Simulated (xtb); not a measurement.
Calculation: xtb with GFN2-xTB.

```
xtb start.xyz --ohess tight --gfn 2 --chrg 0 --uhf 0 --iterations 400

# start.xyz
10

C      2.768859    -0.509357     0.189151
C      1.708858     0.019082    -0.006117
C      0.458617     0.648660    -0.238752
C     -0.684915     0.033228    -0.012608
C     -2.079045    -0.035965     0.012140
O     -1.136283    -1.135742     0.417855
H      3.705532    -0.984854     0.364847
H      0.459936     1.665925    -0.613561
H     -2.600315    -0.169985    -0.923624
H     -2.601244     0.469009     0.810669
```

Output:

```
[...]
         :::::::::::::::::::::::::::::::::::::::::::::::::::::
         ::                     SUMMARY                     ::
         :::::::::::::::::::::::::::::::::::::::::::::::::::::
         :: total energy             -16.670099016976 Eh    ::
         :: gradient norm              0.000236858074 Eh/a0 ::
         :: HOMO-LUMO gap              4.214264256064 eV    ::
         ::.................................................::
         :: SCC energy               -16.983507834701 Eh    ::
         :: -> isotropic ES            0.017352975150 Eh    ::
         :: -> anisotropic ES          0.000053624100 Eh    ::
         :: -> anisotropic XC          0.010693416021 Eh    ::
         :: -> dispersion             -0.005216984717 Eh    ::
         :: repulsion energy           0.313408817726 Eh    ::
         :: add. restraining           0.000000000000 Eh    ::
         :: total charge              -0.000000000000 e     ::
         :::::::::::::::::::::::::::::::::::::::::::::::::::::

           -------------------------------------------------
          |                Numerical Hessian                |
           -------------------------------------------------
step length          :   0.00500
SCC accuracy         :   0.30000
Hessian scale factor :   1.00000
frozen atoms in %    :   0.00000    0
RMS gradient         :   0.00024
estimated CPU  time      0.00 min
estimated wall time      0.00 min

writing file <hessian>.

 projected vibrational frequencies (cm⁻¹)
eigval :       -0.00    -0.00    -0.00    -0.00     0.00     0.00
eigval :      116.65   159.14   309.16   321.87   432.23   512.13
eigval :      635.78   654.06   782.33   843.49   961.78  1002.55
eigval :     1039.32  1077.43  1096.04  1156.22  1297.26  1440.28
eigval :     1905.30  2261.30  3042.58  3048.74  3065.91  3400.55
           -------------------------------------------------
          |                Property Printout                |
           -------------------------------------------------

    * Orbital Energies and Occupations

         #    Occupation            Energy/Eh            Energy/eV
      -------------------------------------------------------------
         1        2.0000           -0.7390743             -20.1112
       ...           ...                  ...                  ...
         3        2.0000           -0.6411049             -17.4454
         4        2.0000           -0.6107521             -16.6194
         5        2.0000           -0.5907926             -16.0763
         6        2.0000           -0.5771961             -15.7063
         7        2.0000           -0.5471373             -14.8884
         8        2.0000           -0.5442933             -14.8110
         9        2.0000           -0.5094703             -13.8634
        10        2.0000           -0.4936447             -13.4328
        11        2.0000           -0.4709857             -12.8162
        12        2.0000           -0.4525823             -12.3154
        13        2.0000           -0.4461602             -12.1406
        14        2.0000           -0.4126205             -11.2280
        15        2.0000           -0.3845937             -10.4653 (HOMO)
        16                         -0.2297223              -6.2511 (LUMO)
        17                         -0.1562966              -4.2530
        18                         -0.0959455              -2.6108
        19                         -0.0936685              -2.5488
        20                          0.0535892               1.4582
        21                          0.0719738               1.9585
        22                          0.1149658               3.1284
        23                          0.2240119               6.0957
        24                          0.2468796               6.7179
        25                          0.2942759               8.0077
        26                          0.4239443              11.5361
       ...                                ...                  ...
        28                          1.4465988              39.3640
      -------------------------------------------------------------
                  HL-Gap            0.1548714 Eh            4.2143 eV
             Fermi-level           -0.3071580 Eh           -8.3582 eV

     #   Z          covCN         q      C6AA      α(0)
     1   6 C        1.909    -0.101    33.909     9.404
     2   6 C        1.977    -0.008    31.270     9.030
     3   6 C        2.887    -0.053    29.306     8.875
     4   6 C        2.831     0.146    24.822     8.164
     5   6 C        3.677     0.052    19.924     6.394
     6   8 O        1.701    -0.278    18.619     5.826
     7   1 H        0.928     0.079     1.984     2.203
     8   1 H        0.926     0.059     2.205     2.322
     9   1 H        0.925     0.052     2.296     2.370
    10   1 H        0.925     0.052     2.296     2.370

 Mol. C6AA /au·bohr⁶  :       1327.698950
 Mol. C8AA /au·bohr⁸  :      32735.314877
 Mol. α(0) /au        :         56.958312

Wiberg/Mayer (AO) data.
largest (>0.10) Wiberg bond orders for each atom

 ---------------------------------------------------------------------------
     #   Z sym  total        # sym  WBO       # sym  WBO       # sym  WBO
 ---------------------------------------------------------------------------
     1   6 C    3.972 --     2 C    2.822     7 H    0.971     4 C    0.115
     2   6 C    3.981 --     1 C    2.822     3 C    1.118
     3   6 C    3.975 --     4 C    1.751     2 C    1.118     8 H    0.942
                             6 O    0.115
     4   6 C    3.904 --     3 C    1.751     6 O    1.043     5 C    0.985
                             1 C    0.115
     5   6 C    3.880 --     4 C    0.985     9 H    0.970    10 H    0.970
                             6 O    0.911
     6   8 O    2.150 --     4 C    1.043     5 C    0.911     3 C    0.115
     7   1 H    0.993 --     1 C    0.971
     8   1 H    0.996 --     3 C    0.942
     9   1 H    0.996 --     5 C    0.970
    10   1 H    0.996 --     5 C    0.970
 ---------------------------------------------------------------------------

Topologies differ in total number of bonds
Writing topology from bond orders to xtbtopo.mol

molecular dipole:
                 x           y           z       tot (Debye)
 q only:       -0.254       0.686      -0.253
   full:       -0.355       0.643      -0.237       1.963
molecular quadrupole (traceless):
                xx          xy          yy          xz          yz          zz
 q only:        3.310      -2.779      -2.172       1.026       0.439      -1.137
  q+dip:        6.966      -4.187      -4.137       1.547       0.555      -2.829
   full:        4.900      -3.408      -3.316       1.259       0.737      -1.584
Molecule has the following symmetry elements: (sigma)
It seems to be the Cs point group

           -------------------------------------------------
          |                Geometry Summary                 |
           -------------------------------------------------

      molecular mass/u    :       80.0848474
   center of mass at/Å    :        0.0832462      -0.1836033       0.0677034
  moments of inertia/u·Å² :        0.3353116E+02   0.2459901E+03   0.2761189E+03
rotational constants/cm⁻¹ :        0.5027453E+00   0.6852973E-01   0.6105207E-01

 * 9 selected distances

     #   Z          #   Z                                           value/Å
     1   6 C        2   6 C                                       1.2002263
     3   6 C        4   6 C                                       1.3176312
     4   6 C        5   6 C                                       1.4372114 (max)
     4   6 C        6   8 O                                       1.3419542
     5   6 C        6   8 O                                       1.4351836
     1   6 C        7   1 H                                       1.0485500 (min)
     3   6 C        8   1 H                                       1.0805388
     5   6 C        9   1 H                                       1.0834615
     5   6 C       10   1 H                                       1.0834591

 * 3 distinct bonds (by element types)

   Z      Z             #   av. dist./Å        max./Å        min./Å
   1 H    6 C           4     1.0740024     1.0834615     1.0485500
   6 C    6 C           3     1.3183563     1.4372114     1.2002263
   6 C    8 O           2     1.3885689     1.4351836     1.3419542

           -------------------------------------------------
          |               Frequency Printout                |
           -------------------------------------------------
 projected vibrational frequencies (cm⁻¹)
eigval :       -0.00    -0.00    -0.00    -0.00     0.00     0.00
eigval :      116.65   159.14   309.16   321.87   432.23   512.13
eigval :      635.78   654.06   782.33   843.49   961.78  1002.55
eigval :     1039.32  1077.43  1096.04  1156.22  1297.26  1440.28
eigval :     1905.30  2261.30  3042.58  3048.74  3065.91  3400.55
 reduced masses (amu)
   1: 11.58   2: 11.88   3: 11.63   4: 12.09   5: 11.25   6: 12.21   7: 11.70   8:  9.95
   9: 11.84  10: 10.57  11: 10.91  12: 10.75  13:  2.69  14:  3.42  15:  3.26  16: 12.32
  17:  3.30  18:  8.42  19:  8.70  20:  3.48  21:  9.81  22:  6.89  23:  7.83  24:  2.81
  25: 12.05  26: 11.08  27:  1.43  28:  2.11  29:  1.81  30:  2.50
 IR intensities (km·mol⁻¹)
   1:  1.40   2:  1.70   3:  0.60   4:  0.11   5:  0.27   6:  0.67   7:  1.39   8:  3.93
   9:  1.77  10:  0.77  11: 10.32  12:  0.39  13: 16.86  14: 16.75  15:  7.01  16: 51.12
  17:  1.50  18: 27.83  19: 29.27  20:  5.51  21: 56.98  22: 12.17  23: 16.12  24:  2.75
  25:205.18  26:  2.98  27: 12.76  28: 22.55  29: 12.18  30:  6.93
 Raman intensities (Ä⁴*amu⁻¹)
   1:  0.00   2:  0.00   3:  0.00   4:  0.00   5:  0.00   6:  0.00   7:  0.00   8:  0.00
   9:  0.00  10:  0.00  11:  0.00  12:  0.00  13:  0.00  14:  0.00  15:  0.00  16:  0.00
  17:  0.00  18:  0.00  19:  0.00  20:  0.00  21:  0.00  22:  0.00  23:  0.00  24:  0.00
  25:  0.00  26:  0.00  27:  0.00  28:  0.00  29:  0.00  30:  0.00
 output can be read by thermo (or use thermo option).
 writing <g98.out> molden fake output.
 recommended (thermochemical) frequency scaling factor: 1.0
           -------------------------------------------------
          |             Thermodynamic Functions             |
           -------------------------------------------------

cs  symmetry found (for desy threshold:  0.10E+00) used in thermo

          ...................................................
          :                      SETUP                      :
          :.................................................:
          :  # frequencies                          24      :
          :  # imaginary freq.                       0      :
          :  linear?                             false      :
          :  only rotor calc.                    false      :
          :  symmetry                               cs      :
          :  rotational number                       1      :
          :  scaling factor                  1.0000000      :
          :  rotor cutoff                   50.0000000 cm⁻¹ :
          :  imag. cutoff                  -20.0000000 cm⁻¹ :
          :.................................................:

    mode    ω/cm⁻¹     T·S(HO)/kcal·mol⁻¹    T·S(FR)/kcal·mol⁻¹   T·S(vib)
   ------------------------------------------------------------------------
       1    116.65    -0.94068 ( 96.74%)    -0.80535 (  3.26%)    -0.93627
       2    159.14    -0.76327 ( 99.03%)    -0.71341 (  0.97%)    -0.76278
   ------------------------------------------------------------------------

   temp. (K)  partition function   enthalpy   heat capacity  entropy
                                   cal/mol     cal/K/mol   cal/K/mol   J/K/mol
 298.15  VIB   10.5                 2041.996     15.051     11.509
         ROT  0.115E+06              888.752      2.981     26.143
         INT  0.121E+07             2930.748     18.032     37.652
         TR   0.693E+27             1481.254      4.968     39.038
         TOT                        4412.0021    23.0003    76.6903   320.8724

       T/K    H(0)-H(T)+PV         H(T)/Eh          T*S/Eh         G(T)/Eh
   ------------------------------------------------------------------------
    298.15    0.703097E-02    0.766566E-01    0.364381E-01    0.402185E-01
   ------------------------------------------------------------------------

         :::::::::::::::::::::::::::::::::::::::::::::::::::::
         ::                  THERMODYNAMIC                  ::
         :::::::::::::::::::::::::::::::::::::::::::::::::::::
         :: total free energy         -16.629880492945 Eh   ::
         ::.................................................::
         :: total energy              -16.670099016975 Eh   ::
         :: zero point energy           0.069625610191 Eh   ::
         :: G(RRHO) w/o ZPVE           -0.029407086161 Eh   ::
         :: G(RRHO) contrib.            0.040218524030 Eh   ::
         :::::::::::::::::::::::::::::::::::::::::::::::::::::

optimized geometry written to: xtbopt.xyz

           -------------------------------------------------
          | TOTAL ENERGY              -16.670099016975 Eh   |
          | TOTAL ENTHALPY            -16.593442433972 Eh   |
          | TOTAL FREE ENERGY         -16.629880492945 Eh   |
          | GRADIENT NORM               0.000236997610 Eh/α |
          | HOMO-LUMO GAP               4.214265257181 eV   |
           -------------------------------------------------

------------------------------------------------------------------------
```

Cost: about 0.22 core-seconds (a rough figure).
